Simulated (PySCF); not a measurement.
**[Dy(NH2)2]+: from a saddle point downhill**

PySCF 2.14.0, RKS B3LYP, Dy lcecp-1-SVP with ECP55, N def2-SVP, H def2-SVP; non-relativistic Hamiltonian with scalar-relativistic core potentials where named; density fitting; no spin-orbit coupling. Relaxed within the symmetry of its start, the geometry (D2d) is

```xyz
7

Dy    0.0000    0.0000    0.0000
N     0.0000    0.0000    2.1659
H     0.5666    0.5666    2.8092
H    -0.5666   -0.5666    2.8092
N     0.0000    0.0000   -2.1659
H     0.5666   -0.5666   -2.8092
H    -0.5666    0.5666   -2.8092
```

and its lowest harmonic modes are -146, -146, 327, 327, 379, 540 cm⁻¹ (negative: unstable). It was moved along the lowest mode and relaxed again.

Q: Where does it end, and how much lower?

A: In C2v, 0.971 eV lower, after 35 steps:
```xyz
7

Dy   -0.1578    1.1402    0.0136
N     0.1482   -0.1181    1.6462
H     0.1807    0.0964    2.6475
H     0.2980   -1.1289    1.5680
N    -0.0750   -0.1167   -1.6468
H     0.0709   -1.1291   -1.5837
H    -0.1643    0.0961   -2.6448
```

Q: How do the contacts change?

A: 
| contact | saddle (Å) | end (Å) |
| --- | --- | --- |
| Dy1–N2 (NH2) | 2.166 | 2.084 |
| Dy1–N5 (NH2) | 2.166 | 2.084 |


Q: Is the end a minimum?

A: Yes; lowest modes 139, 223, 270, 370, 450, 602 cm⁻¹.

An lcecp potential fixes the number of 4f electrons, so in runs with it no electron can move into or out of that shell.

State: singlet in the valence, with the 4f electrons in the core potential.
